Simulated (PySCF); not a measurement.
From computed data to an observable: oscillator strength and radiative lifetime

Al(Br)(Me)(OH) (CH₄AlBrO), SMILES [CH3][Al]([OH])[Br].

Geometry optimised at TPSSh-D3(BJ)/def2-SVP. The structure was generated by enumeration; whether it is a known compound was not checked. One conformer was computed; it need not be the lowest.

PySCF 2.14.0 with TDDFT-CAM-B3LYP/def2-SVPD puts the first singlet state with f over 0.02 at 6.67 eV (vertical), with the transition dipole (-0.717, 0.156, 0.000) in atomic units.

Q: Find the oscillator strength, the wavelength and the radiative lifetime that this transition would have in vacuum if emission retraced absorption.

A: 
|μ|² = 0.5384 au, so |μ| = 1.87 D. ΔE = 6.67/27.211 = 0.2451 hartree. f = (2/3) ΔE |μ|² = 0.088 (the program prints 0.088).
λ = 1239.84/6.67 = 186 nm; ν = 53797 cm⁻¹.
Einstein's coefficient A = 0.6670 ν² f s⁻¹ (ν in cm⁻¹) = 1.7e8 s⁻¹, so τ = 1/A = 5.9 ns. This state is S1. The figure is the radiative limit of this one transition; relaxation, internal conversion, crossing to triplets and a medium change what is measured.
